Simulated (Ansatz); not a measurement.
Geometry optimisation of the cluster Sn₃Pt₂⁺.

```yaml
crystal:
  periodic: [false, false, false]
  atoms:
    - {symbol: Pt, position_ang: [1.095400, 0.107150, -0.771240]}
    - {symbol: Pt, position_ang: [-0.753150, 1.675150, -0.452390]}
    - {symbol: Sn, position_ang: [-0.679950, -1.088110, 0.948730]}
    - {symbol: Sn, position_ang: [0.011200, -2.081430, -1.593670]}
    - {symbol: Sn, position_ang: [0.326510, 1.387240, 1.868580]}
basis:
  gaussian: {orbitals: def2-SVP}
total_charge: 1
magnetization: {spin_polarized: true, initial_magnetization: 1}
hamiltonian: {xc: {name: B3LYP}, dispersion: d4}
scf: {lower_state_search: "off"}
output: {orbitals: {seedname: orbitals}}
relax: {f_tol: 0.02, max_steps: 100}
```

```sh
$ ansatz run in.yaml --threads 4 --pin off --events-out ev --progress --plain --max-ram 4787MiB
```

Shortened log:

```
Functional definition: B3LYP
  name "B3LYP"
  cite "Stephens, Devlin, Chabalowski & Frisch, J. Phys. Chem. 98, 11623 (1994) doi:10.1021/j100096a001"
  cite "Becke, Phys. Rev. A 38, 3098 (1988) doi:10.1103/PhysRevA.38.3098"
  cite "Lee, Yang & Parr, Phys. Rev. B 37, 785 (1988) doi:10.1103/PhysRevB.37.785"
  cite "Vosko, Wilk & Nusair, Can. J. Phys. 58, 1200 (1980) doi:10.1139/p80-159"
  parameter a0 = 0.2
  parameter ax = 0.72
  parameter ac = 0.81
  exchange = (1 - a0 - ax)*slater_x + ax*b88_x + a0*exact_x
  correlation = (1 - ac)*vwn_rpa_c + ac*lyp_c
these checks for a lower state are left out or cut short: stability, starts, cluster_reference, orbital_swaps, neighbouring_geometries, increment
mean field -23994.58168276 eV, -881.7846127299 hartree, gradient 4.4e-6 eV, S^2 0.762124; 0 other end points of the search recorded, 0 dependent functions left out
the calculation of the forces begins
relax step   1: F+E_penalty+E_count = -23995.29099136 eV  Δ(F+E_penalty+E_count) = +0.000e0 eV  max|allowed force component| = 1.893e0 eV/Å  Δτ_max = 0.0000 Å  (31 SCF iters, accepted)
these checks for a lower state are left out or cut short: stability, starts, cluster_reference, orbital_swaps, neighbouring_geometries, increment
mean field -23994.81026973 eV, -881.7930131460 hartree, gradient 4.0e-6 eV, S^2 0.759528; 0 other end points of the search recorded, 0 dependent functions left out
the calculation of the forces begins
relax step   2: F+E_penalty+E_count = -23995.52879003 eV  Δ(F+E_penalty+E_count) = -2.378e-1 eV  max|allowed force component| = 6.820e-1 eV/Å  Δτ_max = 0.1949 Å  (41 SCF iters, accepted)
these checks for a lower state are left out or cut short: stability, starts, cluster_reference, orbital_swaps, neighbouring_geometries, increment
mean field -23994.96351937 eV, -881.7986449664 hartree, gradient 3.4e-6 eV, S^2 0.757710; 0 other end points of the search recorded, 0 dependent functions left out
the calculation of the forces begins
relax step   3: F+E_penalty+E_count = -23995.66983521 eV  Δ(F+E_penalty+E_count) = -1.410e-1 eV  max|allowed force component| = 2.655e-1 eV/Å  Δτ_max = 0.1079 Å  (38 SCF iters, accepted)
these checks for a lower state are left out or cut short: stability, starts, cluster_reference, orbital_swaps, neighbouring_geometries, increment
mean field -23995.04648810 eV, -881.8016940109 hartree, gradient 2.3e-6 eV, S^2 0.756355; 0 other end points of the search recorded, 0 dependent functions left out
the calculation of the forces begins
relax step   4: F+E_penalty+E_count = -23995.75952852 eV  Δ(F+E_penalty+E_count) = -8.969e-2 eV  max|allowed force component| = 4.607e-1 eV/Å  Δτ_max = 0.1952 Å  (43 SCF iters, accepted)
these checks for a lower state are left out or cut short: stability, starts, cluster_reference, orbital_swaps, neighbouring_geometries, increment
mean field -23995.09226124 eV, -881.8033761430 hartree, gradient 1.7e-6 eV, S^2 0.756000; 0 other end points of the search recorded, 0 dependent functions left out
the calculation of the forces begins
relax step   5: F+E_penalty+E_count = -23995.82480949 eV  Δ(F+E_penalty+E_count) = -6.528e-2 eV  max|allowed force component| = 4.426e-1 eV/Å  Δτ_max = 0.1620 Å  (44 SCF iters, accepted)
these checks for a lower state are left out or cut short: stability, starts, cluster_reference, orbital_swaps, neighbouring_geometries, increment
mean field -23995.13475747 eV, -881.8049378505 hartree, gradient 3.2e-6 eV, S^2 0.756978; 0 other end points of the search recorded, 0 dependent functions left out
the calculation of the forces begins
relax step   6: F+E_penalty+E_count = -23995.86858055 eV  Δ(F+E_penalty+E_count) = -4.377e-2 eV  max|allowed force component| = 2.261e-1 eV/Å  Δτ_max = 0.1925 Å  (43 SCF iters, accepted)
these checks for a lower state are left out or cut short: stability, starts, cluster_reference, orbital_swaps, neighbouring_geometries, increment
mean field -23995.14859948 eV, -881.8054465351 hartree, gradient 3.4e-6 eV, S^2 0.756031; 0 other end points of the search recorded, 0 dependent functions left out
the calculation of the forces begins
relax step   7: F+E_penalty+E_count = -23995.87951754 eV  Δ(F+E_penalty+E_count) = -1.094e-2 eV  max|allowed force component| = 1.431e-1 eV/Å  Δτ_max = 0.0662 Å  (36 SCF iters, accepted)
these checks for a lower state are left out or cut short: stability, starts, cluster_reference, orbital_swaps, neighbouring_geometries, increment
mean field -23995.15887984 eV, -881.8058243312 hartree, gradient 4.2e-6 eV, S^2 0.755825; 0 other end points of the search recorded, 0 dependent functions left out
the calculation of the forces begins
relax step   8: F+E_penalty+E_count = -23995.88388269 eV  Δ(F+E_penalty+E_count) = -4.365e-3 eV  max|allowed force component| = 9.609e-2 eV/Å  Δτ_max = 0.1449 Å  (37 SCF iters, accepted)
these checks for a lower state are left out or cut short: stability, starts, cluster_reference, orbital_swaps, neighbouring_geometries, increment
mean field -23995.16494820 eV, -881.8060473395 hartree, gradient 2.6e-6 eV, S^2 0.756105; 0 other end points of the search recorded, 0 dependent functions left out
the calculation of the forces begins
relax step   9: F+E_penalty+E_count = -23995.89085843 eV  Δ(F+E_penalty+E_count) = -6.976e-3 eV  max|allowed force component| = 8.288e-2 eV/Å  Δτ_max = 0.0819 Å  (35 SCF iters, accepted)
these checks for a lower state are left out or cut short: stability, starts, cluster_reference, orbital_swaps, neighbouring_geometries, increment
mean field -23995.16663268 eV, -881.8061092429 hartree, gradient 2.1e-6 eV, S^2 0.756137; 0 other end points of the search recorded, 0 dependent functions left out
the calculation of the forces begins
relax step  10: F+E_penalty+E_count = -23995.89277196 eV  Δ(F+E_penalty+E_count) = -1.914e-3 eV  max|allowed force component| = 4.286e-2 eV/Å  Δτ_max = 0.0330 Å  (38 SCF iters, accepted)
these checks for a lower state are left out or cut short: stability, starts, cluster_reference, orbital_swaps, neighbouring_geometries, increment
mean field -23995.16741353 eV, -881.8061379387 hartree, gradient 8.3e-6 eV, S^2 0.756089; 0 other end points of the search recorded, 0 dependent functions left out
the calculation of the forces begins
relax step  11: F+E_penalty+E_count = -23995.89310329 eV  Δ(F+E_penalty+E_count) = -3.313e-4 eV  max|allowed force component| = 1.400e-2 eV/Å  Δτ_max = 0.0099 Å  (33 SCF iters, accepted)
Total energy: -23995.89334569 eV, -881.8328154532 hartree
Atom 0 at     1.545639     0.213847    -0.552877 Å, force    -0.013995    -0.005554     0.007561 eV/Å
Atom 1 at    -1.007627     1.032555    -0.673443 Å, force    -0.003218     0.003944    -0.003060 eV/Å
Atom 2 at    -1.030684    -0.997626     1.123014 Å, force     0.000649    -0.002216     0.002186 eV/Å
Atom 3 at    -0.139995    -1.571330    -1.588072 Å, force     0.010152     0.008519     0.003792 eV/Å
Atom 4 at     0.632678     1.322554     1.691388 Å, force     0.006412    -0.004693    -0.010478 eV/Å
Dipole moment:    -0.137254    -0.283795     0.282603 e Å
Checks for a lower state left out: stability, starts, cluster_reference, orbital_swaps, neighbouring_geometries, increment
```

It took 92 s on 4 threads of Arm Neoverse V1 on a shared host, peak host memory 0.71 GiB.

In the def2 sets Pt, Sn take a core potential; there is no spin–orbit coupling. The relaxation made no stability test and no search for a lower SCF solution. No other spin state of charge 1 was run. The structure comes from a short search, and lower isomers may exist.
